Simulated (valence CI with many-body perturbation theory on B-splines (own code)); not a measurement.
**Yb XXXVII: calculated level list**

Level of theory: configuration interaction combined with many-body perturbation theory (CI+MBPT): six valence electrons over a frozen Dirac-Fock core [Ar] 3d10, a basis of 9 s, 9 p, 8 d, 6 f, 3 g, 1 h functions for each j, with the one-electron correlation potential Σ1 (screened to all orders), the two-electron term Σ2, the three-electron term Σ3, Breit, model QED; selected single and double excitations, second order for the rest, scaled by the run's own slope (own B-spline code, finite nucleus).

The last digits are not significant, and no measured levels were compared; by estimate large intervals hold to a few tenths of a per cent, small ones and those within an open d or f shell to about a per cent. Among the levels kept, up to 640 cm⁻¹ of a level comes from second order outside the variational space, and about a tenth of that is noise between levels of different J, which matters for small intervals.

Levels 1 to 39 of 39, with energies above the lowest level, (4s^2 4p1/2^2 4p3/2^2) J=2. "Leading %" is the weight of the configuration and term that name the level; weights of strongly mixed levels are sums over their largest components and can fall short. In the jj column 3d3/2^4 stands for four electrons in 3d with j = 3/2. Lifetimes count E1, E2, E3, M1 and M2 decay at the calculated energies, and are blank where another channel may lead or the interval is too uncertain; long ones can be off by a factor of two.

```csv
No.,Configuration,Term,J,E (eV),Leading %,Lifetime,Second component,Leading jj
1,4s2 4p4,3P,2,0.00,70,,29 % 4s2 4p4 1D,4s^2 4p1/2^2 4p3/2^2 (99 %)
2,4s2 4p4,1S,0,8.04,60,208 ms,38 % 4s2 4p4 3P,4s^2 4p1/2^2 4p3/2^2 (98 %)
3,4s2 4p4,3P,1,67.65,98,299 ns,,4s^2 4p1/2 4p3/2^3 (98 %)
4,4s2 4p4,1D,2,71.82,69,584 ns,29 % 4s2 4p4 3P,4s^2 4p1/2 4p3/2^3 (98 %)
5,4s2 4p3 4d,3F°,2,138.82,28,228 ps,21 % 4s2 4p3 4d 3D°,4s^2 4p1/2^2 4p3/2 4d3/2 (95 %)
6,4s2 4p3 4d,3P°,1,140.67,27,202 ps,26 % 4s2 4p3 4d 5D°,4s^2 4p1/2^2 4p3/2 4d3/2 (90 %)
7,4s2 4p3 4d,3P°,0,141.68,56,16.0 ns,32 % 4s2 4p3 4d 5D°,4s^2 4p1/2^2 4p3/2 4d3/2 (97 %)
8,4s2 4p3 4d,3F°,3,142.38,28,140 ns,19 % 4s2 4p3 4d 5D°,4s^2 4p1/2^2 4p3/2 4d3/2 (92 %)
9,4s2 4p4,3P,0,142.78,60,133 ns,38 % 4s2 4p4 1S,4s^2 4p3/2^4 (98 %)
10,4s 4p5,3P°,2,150.13,47,149 ps,21 % 4s2 4p3 4d 3P°,4s^2 4p1/2^2 4p3/2 4d5/2 (49 %)
11,4s2 4p3 4d,3F°,4,155.30,46,52.7 μs,30 % 4s2 4p3 4d 5D°,4s^2 4p1/2^2 4p3/2 4d5/2 (98 %)
12,4s 4p5,1P°,1,166.63,21,4.52 ps,19 % 4s 4p5 3P°,4s^2 4p1/2^2 4p3/2 4d5/2 (50 %)
13,4s2 4p3 4d,3D°,3,167.25,32,3.13 ps,19 % 4s2 4p3 4d 3F°,4s^2 4p1/2^2 4p3/2 4d5/2 (86 %)
14,4s 4p5,3P°,2,167.27,42,3.24 ps,15 % 4s2 4p3 4d 5D°,4s^2 4p1/2^2 4p3/2 4d5/2 (46 %)
15,4s2 4p3 4d,3D°,1,175.96,34,2.62 ps,20 % 4s 4p5 3P°,4s^2 4p1/2^2 4p3/2 4d5/2 (44 %)
16,4s2 4p3 4d,5D°,0,202.39,45,330 ps,26 % 4s2 4p3 4d 1S°,4s^2 4p1/2 4p3/2^2 4d3/2 (91 %)
17,4s2 4p3 4d,3D°,1,202.61,46,32.7 ps,37 % 4s2 4p3 4d 5D°,4s^2 4p1/2 4p3/2^2 4d3/2 (94 %)
18,4s2 4p3 4d,3F°,2,202.95,44,142 ps,28 % 4s2 4p3 4d 5D°,4s^2 4p1/2 4p3/2^2 4d3/2 (96 %)
19,4s2 4p3 4d,3F°,3,206.21,37,90.3 ps,27 % 4s2 4p3 4d 3G°,4s^2 4p1/2 4p3/2^2 4d3/2 (93 %)
20,4s2 4p3 4d,3G°,4,210.35,51,1.92 μs,31 % 4s2 4p3 4d 1G°,4s^2 4p1/2 4p3/2^2 4d3/2 (97 %)
21,4s2 4p3 4d,3F°,2,215.15,60,14.6 ps,25 % 4s2 4p3 4d 1D°,4s^2 4p1/2 4p3/2^2 4d3/2 (93 %)
22,4s2 4p3 4d,3D°,3,217.32,58,28.4 ps,29 % 4s2 4p3 4d 5D°,4s^2 4p1/2 4p3/2^2 4d5/2 (95 %)
23,4s 4p5,3P°,0,217.40,39,85.7 ps,33 % 4s2 4p3 4d 1S°,4s^2 4p1/2 4p3/2^2 4d5/2 (58 %)
24,4s2 4p3 4d,5D°,4,218.19,49,397 ns,20 % 4s2 4p3 4d 3G°,4s^2 4p1/2 4p3/2^2 4d5/2 (97 %)
25,4s2 4p3 4d,3D°,1,219.08,32,89.4 ps,24 % 4s2 4p3 4d 1P°,4s^2 4p1/2 4p3/2^2 4d5/2 (72 %)
26,4s2 4p3 4d,3F°,4,223.29,68,1.79 μs,29 % 4s2 4p3 4d 1G°,4s^2 4p1/2 4p3/2^2 4d5/2 (97 %)
27,4s2 4p3 4d,3P°,2,224.05,45,782 fs,18 % 4s2 4p3 4d 3D°,4s^2 4p1/2 4p3/2^2 4d3/2 (83 %)
28,4s2 4p3 4d,3S°,1,224.07,40,754 fs,25 % 4s2 4p3 4d 3P°,4s^2 4p1/2 4p3/2^2 4d3/2 (82 %)
29,4s2 4p3 4d,3D°,3,224.59,51,776 fs,20 % 4s2 4p3 4d 3F°,4s^2 4p1/2 4p3/2^2 4d3/2 (86 %)
30,4s2 4p3 4d,3G°,5,224.86,99,1.79 μs,,4s^2 4p1/2 4p3/2^2 4d5/2 (99 %)
31,4s2 4p3 4d,3D°,1,231.55,34,830 fs,30 % 4s2 4p3 4d 1P°,4s^2 4p1/2 4p3/2^2 4d3/2 (70 %)
32,4s2 4p3 4d,3D°,2,231.96,47,123 ps,28 % 4s2 4p3 4d 3P°,4s^2 4p1/2 4p3/2^2 4d5/2 (97 %)
33,4s2 4p3 4d,1F°,3,235.05,34,549 ps,33 % 4s2 4p3 4d 3F°,4s^2 4p1/2 4p3/2^2 4d5/2 (98 %)
34,4s2 4p3 4d,3D°,2,238.20,41,2.44 ps,18 % 4s2 4p3 4d 3F°,4s^2 4p1/2 4p3/2^2 4d5/2 (87 %)
35,4s 4p5,3P°,0,238.81,44,2.26 ps,22 % 4s2 4p3 4d 1S°,4s 4p1/2 4p3/2^4 (44 %)
36,4s2 4p3 4d,3D°,1,239.74,30,1.40 ps,23 % 4s2 4p3 4d 3P°,4s^2 4p1/2 4p3/2^2 4d5/2 (60 %)
37,4s2 4p3 4d,1F°,3,242.20,45,2.09 ps,19 % 4s2 4p3 4d 3F°,4s^2 4p1/2 4p3/2^2 4d5/2 (82 %)
38,4s2 4p3 4d,1D°,2,245.57,39,1.12 ps,33 % 4s2 4p3 4d 3P°,4s^2 4p1/2 4p3/2^2 4d5/2 (88 %)
39,4s 4p5,1P°,1,248.34,28,1.12 ps,25 % 4s 4p5 3P°,4s 4p1/2 4p3/2^4 (51 %)
```

The ionisation energy to 4s2 4p3 2P°_3/2 of the next ion comes out as 1620.1 eV (NIST: 1618 ± 5 eV (theoretical)). All 39 levels together are meant to be complete up to 249.33 eV.
